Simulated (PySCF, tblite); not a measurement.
Isomers of C4H13NOSi, one GFN2-xTB conformer each. Single-point energies are computed at PBE0/pcSseg-1 (PySCF, gas phase, no added dispersion term), electronic only.

Question: Rank them by PBE0/pcSseg-1 energy, lowest first (kcal/mol).
A. `[CH3:1][CH2:2][C@H:3]([CH2:4][NH2:5])[SiH2:6][OH:7]` with C1–C2–C3–C4 -175°, C2–C3–C4–N5 60°, C3–C4–N5–H 63° and -178°, C2–C3–Si6–O7 -84°, C3–Si6–O7–H 49°
B. `[CH3:1][O:2][SiH2:3][NH:4][CH:5]([CH3:6])[CH3:7]` with C1–O2–Si3–N4 177°, O2–Si3–N4–C5 42°, Si3–N4–C5–C6 83°
C. `[CH3:1][CH2:2][CH2:3][O:4][SiH2:5][NH:6][CH3:7]` with C1–C2–C3–O4 -65°, C2–C3–O4–Si5 169°, C3–O4–Si5–N6 -54°, O4–Si5–N6–C7 -50°
D. `[CH3:1][C:2]([CH3:3])([CH3:4])[O:5][SiH2:6][NH2:7]` with C2–O5–Si6–N7 59°, O5–Si6–N7–H -178° and 48°

Answer: D (0.0), C (12.2), B (12.8), A (20.1).

As drawn, the highest has an O–H bond and an Si–C bond, which the lowest lacks. Neighbours under 2.5 kcal/mol apart (CCCO[SiH2]NC and CO[SiH2]NC(C)C) can change places with a better method, another conformer or zero-point energy. GFN2-xTB itself gives, in the same order: 0.0, 8.9, 6.0, 31.3. Both levels put the same isomer lowest; measured from each level's own lowest isomer, the values differ by up to 11.2 kcal/mol (CC[C@H](CN)[SiH2]O: 31.3 against 20.1).

Question: Which frontier levels, dipoles and rotational constants go with these structures?

Answer: 
```csv
SMILES,"HOMO (eV, PBE0/pcSseg-1)",LUMO (eV),dipole (D),"A, B, C (MHz)"
CC(C)(C)O[SiH2]N,-7.39,1.23,1.28,"3507, 1379, 1285"
CCCO[SiH2]NC,-6.79,1.22,1.53,"3253, 1211, 992.5"
CO[SiH2]NC(C)C,-6.60,0.89,0.60,"3797, 1075, 1039"
CC[C@H](CN)[SiH2]O,-6.79,0.66,1.36,"2683, 1396, 1014"
```

Question: What happens when harmonic zero-point energies from GFN2-xTB frequencies are added?

Answer: 
```tsv
SMILES	ZPE (kcal/mol)	electronic (kcal/mol)	with ZPE (kcal/mol)
CC(C)(C)O[SiH2]N	104.6	0.0	0.0
CCCO[SiH2]NC	105.2	12.2	12.8
CO[SiH2]NC(C)C	104.7	12.8	12.9
CC[C@H](CN)[SiH2]O	105.1	20.1	20.7
```

The zero-point energies span 0.6 kcal/mol. The order is unchanged.
